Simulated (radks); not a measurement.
Ionisation of neutral promethium, [Xe] 4f5 6s2, to [Xe] 4f5 6s1 as the strength of local exchange is varied. Method: scalar-relativistic Kohn-Sham, Slater X-alpha exchange (alpha = 2/3 is LDA exchange), no correlation, spin-polarised, spherical densities, finite nucleus; open shells are filled with parallel spins first (spin-orbit coupling, left out, can overturn this in heavy ions); Fermi nuclear charge, rms radius 4.962 fm; computed with a radial shooting solver on a logarithmic mesh with Libxc functionals.

\begin{tabular}{lrrrrr}
alpha & E(Pm) (hartree) & exchange (hartree) & IE (eV) & -e of the level emptied (eV) & <r> of it (bohr) \\ \hline
0.667 & -10007.2078 & -215.7897 & 4.664 & 2.720 (6s) & 4.573 \\
0.706 & -10019.8768 & -228.7122 & 4.814 & 2.877 (6s) & 4.522 \\
0.831 & -10060.5961 & -270.3473 & 5.318 & 3.413 (6s) & 4.360 \\
0.945 & -10097.8815 & -308.6063 & 5.807 & 3.938 (6s) & 4.221 \\
1.04 & -10129.0608 & -340.6981 & 6.234 & 4.400 (6s) & 4.112 \\
1.047 & -10131.3621 & -343.0703 & 6.266 & 4.435 (6s) & 4.104 \\
\end{tabular}

NIST Atomic Spectra Database: 5.582 eV (measured). The Delta-SCF value meets it near alpha = 0.89. Open shells are spherical and high-spin; term and fine-structure splittings are not resolved. Spin-orbit splitting is averaged out at the scalar-relativistic level.
